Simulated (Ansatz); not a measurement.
BeBrF (SMILES [F][Be][Br]) moved off its minimum; all values from Ansatz (a program for electronic structure), cores frozen in correlated methods.
(charge 0, multiplicity 1)
```xyz
3

Be    -0.00923     0.00407    -1.14673
F     -0.00559     0.01168    -2.54186
Br    -0.04378    -0.02980     0.79305
```

```csv
level,largest force (eV/Å),on atom,rms difference from CCSD(T)/aug-cc-pVTZ (eV/Å),dipole (D)
HF/def2-TZVPP,1.78,Be1,0.314,0.48
PBE/def2-TZVPP,0.78,Be1,0.138,0.50
r2SCAN/def2-TZVPP,0.98,Be1,0.057,0.45
B3LYP/def2-TZVPP,1.04,Be1,0.033,0.50
wB97M-V/def2-TZVPP,0.96,Be1,0.057,0.42
MP2/aug-cc-pVTZ,0.96,Be1,0.054,0.44
CCSD(T)/aug-cc-pVTZ,1.08,Be1,0.000,0.49
```

The differences count from one level among others, with limits of its own. Forces at CCSD(T)/aug-cc-pVTZ (eV/Å):

```csv
atom,Fx,Fy,Fz
Be1,-0.016,-0.009,-1.082
F2,0.013,0.008,0.628
Br3,0.003,0.001,0.454
```
